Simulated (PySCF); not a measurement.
H$_{8}$O$_{4}$Si$_{3}$ (SMILES O[Si](O)(O[SiH3])O[SiH3]), singlet, at a GFN2-xTB geometry; CASSCF(10,8)/STO-3G in PySCF.

PySCF was given this input:
```python
from pyscf import gto, scf, mcscf
import numpy

mol = gto.M(
    atom='''
O     0.199782   -2.426675    0.056863
Si    0.046626   -0.853642    0.401498
O     0.033173   -0.671343    2.004611
O    -1.323780   -0.302252   -0.266053
Si   -2.085013    0.967249   -0.919441
O     1.287479   -0.013952   -0.192551
Si    1.969620    1.456981   -0.227492
H     0.257085   -2.699600   -0.854048
H    -0.440060   -1.308320    2.532644
H    -1.378339    1.371748   -2.136921
H    -2.128318    2.067047    0.045505
H    -3.406422    0.409306   -1.200033
H     2.845033    1.345399   -1.393606
H     0.939372    2.483823   -0.402507
H     2.701163    1.656154    1.022083
''',
    basis='sto-3g',
    charge=0,
    spin=0,
    verbose=4,
)

mf = scf.RHF(mol)
mf.kernel()
mc = mcscf.CASSCF(mf, 8, 10)
mc.fix_spin_(ss=0.0)
mc.kernel()
occ = numpy.linalg.eigvalsh(mc.fcisolver.make_rdm1(mc.ci, mc.ncas, mc.nelecas))[::-1]
ss = mc.fcisolver.spin_square(mc.ci, mc.ncas, mc.nelecas)[0]
print('natural occupations', occ.round(4), ' <S^2>', round(ss, 4))
```

What the program printed (banner, timings and long lists left out):

```
PySCF version 2.14.0

[INPUT] verbose = 4
[INPUT] num. atoms = 15
[INPUT] num. electrons = 82
[INPUT] charge = 0
[INPUT] spin (= nelec alpha-beta = 2S) = 0
[INPUT] symmetry False subgroup None
[INPUT] Mole.unit = angstrom
[INPUT] Symbol           X                Y                Z      unit          X                Y                Z       unit  Magmom
[...]
nuclear repulsion = 594.630948120392
number of shells = 35
number of NR pGTOs = 165
number of NR cGTOs = 55
basis = sto-3g
ecp = {}

******** <class 'pyscf.scf.hf.RHF'> ********
method = RHF
initial guess = minao
damping factor = 0
level_shift factor = 0
DIIS = <class 'pyscf.scf.diis.CDIIS'>
diis_start_cycle = 1
diis_space = 8
diis_damp = 0
SCF conv_tol = 1e-09
SCF conv_tol_grad = None
SCF max_cycles = 50
direct_scf = True
direct_scf_tol = 1e-13
Set gradient conv threshold to 3.16228e-05
Initial guess from minao.
init E= -1157.51264607897
[...]
cycle= 1 E= -1156.77442972105  delta_E= 0.738  |g|= 0.73  |ddm|= 4.58
[...]
cycle= 2 E= -1156.9664858591  delta_E= -0.192  |g|= 0.154  |ddm|= 1.26
[...]
cycle= 3 E= -1156.97457972982  delta_E= -0.00809  |g|= 0.0323  |ddm|= 0.245
[...]
cycle= 4 E= -1156.97509863415  delta_E= -0.000519  |g|= 0.00766  |ddm|= 0.0669
[...]
cycle= 5 E= -1156.97512971425  delta_E= -3.11e-05  |g|= 0.00127  |ddm|= 0.0176
[...]
cycle= 6 E= -1156.97513077243  delta_E= -1.06e-06  |g|= 0.000188  |ddm|= 0.00351
[...]
cycle= 7 E= -1156.97513079751  delta_E= -2.51e-08  |g|= 3.33e-05  |ddm|= 0.000566
[...]
cycle= 8 E= -1156.97513079835  delta_E= -8.41e-10  |g|= 5.88e-06  |ddm|= 0.000107
[...]
Extra cycle  E= -1156.97513079838  delta_E= -3.23e-11  |g|= 2.49e-06  |ddm|= 1.37e-05
converged SCF energy = -1156.97513079838

******** <class 'pyscf.mcscf.mc1step.CASSCF'> ********
CAS (5e+5e, 8o), ncore = 36, nvir = 11
max_cycle_macro = 50
max_cycle_micro = 4
conv_tol = 1e-07
conv_tol_grad = None
orbital rotation max_stepsize = 0.02
orbital rotation threshold for CI restart = 0.01
augmented hessian ah_max_cycle = 30
augmented hessian ah_conv_tol = 1e-12
augmented hessian ah_linear dependence = 1e-14
augmented hessian ah_level shift = 1e-08
augmented hessian ah_start_tol = 2.5
augmented hessian ah_start_cycle = 3
augmented hessian ah_grad_trust_region = 3
kf_trust_region = 3
kf_interval = 4
ci_response_space = 4
ci_grad_trust_region = 3
with_dep4 0
natorb = False
canonicalization = True
sorting_mo_energy = False
ao2mo_level = 2
internal_rotation = False
[...]
CASCI E = -1156.97711160691  S^2 = 0.0000000
[...]
               |grad[o]|=0.00153  |grad[c]|=0.0081  |ddm|=0.00478  |maxRot[o]|=0.0751
macro iter  20 (  6 JK    2 micro), CASSCF E = -1157.02186876602  dE = -6.36173925e-05  S^2 = 0.0000000
               |grad[o]|=0.0011  |grad[c]|=0.00445  |ddm|=0.00135  |maxRot[o]|=0.0499
macro iter  21 ( 10 JK    3 micro), CASSCF E = -1157.02184094558  dE =  2.78204382e-05  S^2 = 0.0000000
               |grad[o]|=0.000499  |grad[c]|=0.00702  |ddm|=0.00205  |maxRot[o]|=0.0476
macro iter  22 ( 21 JK    4 micro), CASSCF E = -1157.02184391797  dE = -2.97239012e-06  S^2 = 0.0000000
               |grad[o]|=0.000617  |grad[c]|=0.00183  |ddm|=0.000413  |maxRot[o]|=0.00517
macro iter  23 (  7 JK    2 micro), CASSCF E = -1157.02187837391  dE = -3.44559462e-05  S^2 = 0.0000000
               |grad[o]|=0.000471  |grad[c]|=0.00461  |ddm|=0.00136  |maxRot[o]|=0.0383
macro iter  24 (  5 JK    2 micro), CASSCF E = -1157.02188730048  dE = -8.92656453e-06  S^2 = 0.0000000
               |grad[o]|=0.000238  |grad[c]|=0.00154  |ddm|=0.000495  |maxRot[o]|=0.0222
macro iter  25 (  4 JK    1 micro), CASSCF E = -1157.02188917275  dE = -1.87226897e-06  S^2 = 0.0000000
               |grad[o]|=0.00015  |grad[c]|=0.000967  |ddm|=0.000202  |maxRot[o]|=0.0103
macro iter  26 (  3 JK    1 micro), CASSCF E = -1157.02188964821  dE = -4.75464049e-07  S^2 = 0.0000000
               |grad[o]|=0.000105  |grad[c]|=0.000592  |ddm|=0.000136  |maxRot[o]|=0.00247
macro iter  27 (  4 JK    1 micro), CASSCF E = -1157.02188990496  dE = -2.56750809e-07  S^2 = 0.0000000
               |grad[o]|=7.51e-05  |grad[c]|=0.000428  |ddm|=0.000102  |maxRot[o]|=0.00174
macro iter  28 (  4 JK    1 micro), CASSCF E = -1157.02189002706  dE = -1.22101483e-07  S^2 = 0.0000000
               |grad[o]|=5.36e-05  |grad[c]|=0.000303  |ddm|=6.93e-05  |maxRot[o]|=0.0011
macro iter  29 (  3 JK    1 micro), CASSCF E = -1157.02189008950  dE = -6.24368113e-08  S^2 = 0.0000000
               |grad[o]|=4.06e-05  |grad[c]|=0.000215  |ddm|=5.22e-05  |maxRot[o]|=0.000853
1-step CASSCF converged in  29 macro (268 JK  67 micro) steps
CASSCF canonicalization
Density matrix diagonal elements [1.98403724 1.98983959 1.99239948 1.99541562 1.98570118 0.02138999
 0.01566155 0.01555535]
CASSCF energy = -1157.02189008950
CASCI E = -1157.02189008950  E(CI) = -23.5074043444290  S^2 = 0.0000000
natural occupations [1.9976 1.9968 1.9896 1.9843 1.9807 0.0216 0.0181 0.0114]  <S^2> 0.0
```
